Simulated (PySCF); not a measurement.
**IrBr: frontier orbitals**

r²SCAN0 at R = 2.308 Å; Ir def2-TZVPP with ECP60, Br def2-TZVPP; scalar-relativistic core potentials (PySCF 2.14). State: triplet, unpaired electrons π ↑, δ ↑, a mixture of terms (⟨Lz²⟩ = 4.4). Only the outer orbitals are listed, counted within each symmetry, core potentials removing the inner ones.

| spin | orbital | occ. | ε (eV) | on Ir (%) | main shells (%) |
| --- | --- | --- | --- | --- | --- |
| α | 10σ | 1 | -11.12 | 38 | 59 Br p, 32 Ir d |
| α | 5π | 1 | -10.40 | 65 | 65 Ir d, 34 Br p |
| α | 5π | 1 | -9.88 | 52 | 52 Ir d, 47 Br p |
| α | 2δ | 1 | -9.13 | 97 | 93 Ir d |
| α | 2δ | 1 | -8.09 | 100 | 100 Ir d |
| α | 6π | 1 | -7.85 | 36 | 64 Br p, 34 Ir d |
| α | 11σ | 1 | -7.68 | 93 | 52 Ir d, 41 Ir s |
| α | 6π | 1 | -7.35 | 49 | 51 Br p, 47 Ir d |
| α | 12σ | 0 | -3.32 | 78 | 44 Ir s, 21 Br p, 19 Ir p |
| α | 7π | 0 | -0.01 | 98 | 97 Ir p |
| α | 7π | 0 | 0.11 | 98 | 98 Ir p |
| β | 10σ | 1 | -10.95 | 30 | 67 Br p, 23 Ir d |
| β | 5π | 1 | -9.53 | 37 | 62 Br p, 36 Ir d |
| β | 5π | 1 | -8.91 | 13 | 86 Br p, 11 Ir d |
| β | 2δ | 1 | -7.36 | 100 | 100 Ir d |
| β | 11σ | 1 | -7.01 | 90 | 62 Ir d, 28 Ir s, 9 Br p |
| β | 6π | 1 | -6.79 | 64 | 62 Ir d, 36 Br p |
| β | 12σ | 0 | -3.09 | 95 | 48 Ir s, 39 Ir d |
| β | 6π | 0 | -3.01 | 87 | 86 Ir d, 11 Br p |
| β | 13σ | 0 | -2.48 | 89 | 67 Ir d, 11 Ir s, 11 Ir p |

Problem. Which are the highest filled and the lowest empty level, where do they sit, and how wide is the gap?

Solution. Highest filled β 6π at -6.79 eV (in %: 62 Ir d, 36 Br p); lowest empty α 12σ at -3.32 eV (in %: 44 Ir s, 21 Br p, 19 Ir p); the gap at r²SCAN0 is 3.47 eV.

| Quantity | Value |
| --- | --- |
| bond order (Mayer) | 1.29 |
| ⟨S²⟩ | 2.019 |
| charge on Ir (Mulliken, basis-dependent) | 0.27 |
| charge on Ir (Löwdin, basis-dependent) | -0.06 |
| dipole moment (positive dipole means Ir(−)Br(+)) | -3.16 D |

Spin–orbit coupling is left out. The state is the lowest single determinant that the PBE0 search found; with open d or f shells the true ground state can be another one.
